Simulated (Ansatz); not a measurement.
Input file for Ansatz (an electronic-structure program): R-r2SCAN/def2-TZVPP on N2 (SMILES N#N).

Ansatz 0.2 input:
```yaml
crystal:
  periodic: [false, false, false]
  atoms:
    - {symbol: N, position_ang: [0.00000000, -0.00000000, 0.54545039]}
    - {symbol: N, position_ang: [-0.00000000, 0.00000000, -0.54545039]}
basis:
  gaussian:
    orbitals: def2-TZVPP
hamiltonian:
  xc: {name: r2SCAN}
scf: {lower_state_search: off}
```

The log:

```
WARN ansatz: RAYON_NUM_THREADS=1 ignored (pool sized by the plan → 1); use --threads N
Functional definition: r2SCAN
these checks for a lower state are left out or cut short: stability, starts, cluster_reference, orbital_swaps, neighbouring_geometries, increment
integrals: 0.01 GiB planned
310 factors; their error is unknown
mean field: 0.10 GiB planned
mean field evaluation 1: about -2978.6052 eV, gradient 2.7e1 eV
mean field evaluation 2: about -2979.2096 eV, gradient 2.1e1 eV
mean field evaluation 4: about -2979.9775 eV, gradient 8.7e-2 eV
mean field evaluation 8: about -2979.9765 eV, gradient 8.9e-4 eV
mean field -2979.97649349 eV, -109.5121162352 hartree, gradient 1.3e-6 eV, S^2 0.000000; 0 other end points of the search recorded, 0 dependent functions left out
reference -2979.97649794 eV, -109.5121163987 hartree; 7, 7 occupied and 55, 55 virtual orbitals, 310 factors
Total energy: -2979.97649794 eV, -109.5121163987 hartree
Checks for a lower state left out: stability, starts, cluster_reference, orbital_swaps, neighbouring_geometries, increment
```

Self-consistency was reached.

Cost: very roughly 0.7 core-seconds.
